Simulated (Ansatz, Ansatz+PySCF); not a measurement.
```xyz
2

Be    0.0000    0.0000   -1.2939
O     0.0000    0.0000    0.6469
```

Basis set: STO-3G (spherical functions). Frozen core: 1 orbital. Charge 0, multiplicity 1.

Computed with Ansatz (development build ahead of 0.2.0); each method stands on the lowest determinant of its kind that the runs found. Restricted open shells among the atoms or ions are ROHF, correlated in semicanonical orbitals with singles. Restricted functionals stand beside restricted open-shell atoms, which can lie above the unrestricted atoms usual in DFT and then raise those values.

Question: Give the atomization energy at this shape (free ground-state atoms in the same class of orbitals less the molecule, no zero-point energy) of singlet BeO by PBE0 (unrestricted), PBE0 (restricted), RHF-CCSD(T), UHF-MP2, RHF-MP2, RHF, UHF.

Answer:

| method | atomization energy |
| --- | --- |
| PBE0 (unrestricted) | 206.2 kJ/mol |
| PBE0 (restricted) | 30.3 kJ/mol |
| RHF-CCSD(T) | -6.3 kJ/mol |
| UHF-MP2 | 62.0 kJ/mol |
| RHF-MP2 | -203.5 kJ/mol |
| RHF | -298.8 kJ/mol |
| UHF | 10.9 kJ/mol |

Caution: another spin multiplicity may lie lower; the shape is not the minimum. Caution for PBE0 (unrestricted), UHF-MP2, UHF: the unrestricted determinant is a mixture of spin states. Caution for PBE0 (restricted), RHF-CCSD(T), RHF-MP2, RHF: an unrestricted determinant lies well below. Caution for RHF-CCSD(T), RHF-MP2: large share of triples, a single reference is doubtful; the program doubts this total. Caution for RHF-CCSD(T): the program finds a lower state of this spin. Caution for UHF-MP2: a plain start can end on a higher determinant; large amplitudes, a single reference is doubtful. Caution for RHF-MP2, RHF: the molecule lies well above its atoms at this level. Caution for UHF: a free atom is spin contaminated.

This basis has no polarisation functions and is too small for such energies, which can lie far from measured ones in either direction.
